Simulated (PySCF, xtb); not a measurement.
BrCl, SMILES ClBr.

Harmonic wavenumbers (cm⁻¹) from GFN2-xTB (xtb) at its own minimum, in rising order: 376.

Q: What does B3LYP-D3(BJ)/def2-TZVP (PySCF) give at its own minimum? (An estimate is asked for; the answer gives what the named calculation found.)

A: 428. Paired by order, the mean absolute difference is 52 cm⁻¹ and the zero-point energies are 0.5 and 0.6 kcal/mol.
